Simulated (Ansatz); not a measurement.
`[O]=[W]([F])([F])=[S]` + CH₃OH → `C[O][W](=[O])([F])=[S]` + H–F at 700 K and 1 bar (ligand exchange at a W–F bond).

Program: Ansatz. Geometries: PBE0-D4/def2-TZVP. ΔE: electronic, gas phase. CCSD(T)/CBS is the MP2 limit (def2-TZVPP, def2-QZVPP) plus CCSD(T) − MP2 in def2-TZVPP, frozen cores. This one scheme is used for every species. Elements past krypton have def2 core potentials. For W outer-core shells are correlated without core-valence functions, which leaves a few kJ/mol of doubt a bond. Each species was taken in one conformer, which may not be the lowest.

```csv
species,CCSD(T)/CBS energy (Eh),H − E (kJ/mol),S (J/(mol·K))
`[O]=[W]([F])([F])=[S]`,-739.68280,81.0,418.7
CH₃OH,-115.61712,170.8,288.5
`C[O][W](=[O])([F])=[S]`,-754.90807,208.5,508.1
H–F,-100.39570,45.2,198.5
```

H − E and S are ideal-gas, rigid-rotor, harmonic terms from PBE0-D4/def2-TZVP, for one conformer and one mirror image of each species. 1 Eh = 2625.50 kJ/mol, R = 8.31446 J/(mol·K).

Problem. By hand: ΔE, ΔH, ΔS and ΔG.

Solution. ΔE = (-754.90807) + (-100.39570) − (-739.68280) − (-115.61712) = -0.00385 Eh = -10.1 kJ/mol. Δ(H − E) = 208.5 + 45.2 − 81.0 − 170.8 = 1.9, so ΔH = -8.2 kJ/mol. ΔS = 508.1 + 198.5 − 418.7 − 288.5 = -0.6 J/(mol·K). ΔG = -8.2 − 700 × (-0.6)/1000 = -7.8 kJ/mol.

Problem. By hand: the equilibrium constant, and the temperature at which ΔG would vanish if ΔH and ΔS stayed fixed.

Solution. log₁₀ K = −ΔG/(RT ln 10) = 0.6. ΔG = 0 at ΔH/ΔS = 13667 K, far beyond where these terms or the molecules hold.

The number of gas molecules stays the same, so ΔS is small and ΔH decides. A doubt of 5 kJ/mol in ΔE shifts log₁₀ K by 0.4 here. Other conformers and mirror images would add mixing entropy, several J/(mol·K) or more a flexible species. Modes under 60 cm⁻¹, often nearly free rotors, make the harmonic entropy too high. These are equilibria of isolated gas molecules and say nothing of rates. Largest T1 diagnostic: 0.023 (customary marks: 0.02 for closed shells, 0.045 for open ones).
